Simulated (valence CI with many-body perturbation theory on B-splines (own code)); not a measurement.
Ta+ in brief

Calculated by configuration interaction combined with many-body perturbation theory (CI+MBPT): four valence electrons over a frozen Dirac-Fock core [Xe] 4f14, a basis of 9 s, 9 p, 10 d, 8 f, 5 g, 3 h, 1 i functions for each j, with the one-electron correlation potential Σ1, the two-electron term Σ2, the three-electron term Σ3, Breit, model QED; selected CI, second order for the rest, scaled by the run's own slope (own B-spline code, finite nucleus).

Against 11 measured levels this calculation errs by 281 cm⁻¹ on average and by 824 at most. These come from a selection out of the NIST Handbook of Basic Atomic Spectroscopic Data. Levels without a partner in it may be off by more, other configurations by 1,000 to 4,000 cm⁻¹. Among the levels kept, up to 460 cm⁻¹ of a level comes from second order outside the variational space, and about a tenth of that is noise between levels of different J, which matters for small intervals. 2 measured levels below the end of the list, from 4125 cm⁻¹ on, found no clear computed partner.

Names give the largest LS component (configuration and term), which can be under half, so a name can repeat, a term be missing and a line seem to break the LS rules; names also repeat where a configuration has a term twice.

Rates and lifetimes use the calculated energies. Strong lines usually hold to 10 to 20 %, long lifetimes can be off by a factor of two.

Q: What is the ground level?

A: 5d3.6s 5F_1, composition 92 % 5d3.6s 5F + 5 % 5d3.6s 3D, g = 0.031.

Q: Among levels below 32179 cm⁻¹, which E1 lines absorb most strongly from the ground level?

A: to 5d2.6s.6p 5G°_2 at 337.6 nm, f = 0.00395.

Q: How well does LS coupling describe the low levels?

A: Among the lowest 20 levels the leading LS term, summed over configurations, holds 79 % on average. For single configurations the figures are 68 % in LS and 53 % in jj coupling. Terms mix most in the J = 2 level at 9780 cm⁻¹, where the leading one holds 49 %.

Q: What is the ionisation energy?

A: 14.903 eV; NIST lists 16.2 ± 0.5 eV (semi-empirical).

Q: What are the static dipole polarisabilities of the lowest levels?

A: 5d3.6s 5F_1 46.3 (tensor 0.35); 5d3.6s 5F_2 46.3 (tensor 0.36); 5d3.6s 5F_3 45.8 (tensor 0.52); 5d2.6s2 3F_2 48.1 (tensor 0.38) bohr³, of which the core gives 2.52.
